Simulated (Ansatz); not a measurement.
`N[SiH](F)[SiH2]O` + SiH₄ → `N[SiH](F)[SiH2][SiH3]` + H₂O  (formal exchange of groups at the Si–O bond)

Computed with Ansatz on PBE0-D4/def2-TZVP structures; ΔE is electronic, products minus reactants. CCSD(T)/CBS adds triple-zeta CCSD(T) − MP2 to the extrapolated MP2 energy (def2 sets, frozen cores). This one scheme is used for every species. Functionals use def2-TZVPP. B3LYP here is the variant with VWN-RPA as its local correlation; programs differ in this. Each species was taken in one conformer, which may not be the lowest.

(1) Is it downhill or uphill in electronic energy at CCSD(T)/CBS, and by how much? (An estimate is asked.)

(2) What do these levels give: r2SCAN-D4, B3LYP-D4, B2PLYP, r2SCAN, B3LYP, MP2/def2-TZVPP, CCSD/def2-TZVPP, CCSD(T)/def2-TZVPP, HF/def2-QZVPP, MP2/def2-QZVPP, SCS-MP2/def2-QZVPP, MP2/CBS(def2)? (An estimate is asked.)

Largest T1 diagnostic among the species: 0.013.

Results:

(1) Ansatz gave: Uphill: ΔE = +0.68 eV.

(2) Computed: r2SCAN-D4 0.67, B3LYP-D4 0.73, B2PLYP 0.80, r2SCAN 0.68, B3LYP 0.80, MP2/def2-TZVPP 0.76, CCSD/def2-TZVPP 0.74, CCSD(T)/def2-TZVPP 0.71, HF/def2-QZVPP 1.00, MP2/def2-QZVPP 0.75, SCS-MP2/def2-QZVPP 0.82, MP2/CBS(def2) 0.73 eV.

In def2-TZVPP, CCSD(T) changes the Hartree–Fock value by −0.28 eV (the triples alone add −0.04 eV) and MP2 by −0.22 eV. The D4 term adds −0.07 eV with B3LYP and −0.04 eV with PBE0; it sums over pairs of atoms, weighted by their polarisabilities, and B3LYP, whose exchange is more repulsive, gets the larger term. From PBE to PBE0 (25 % exact exchange), in def2-TZVPP and without D4, ΔE moves by +0.03 eV.
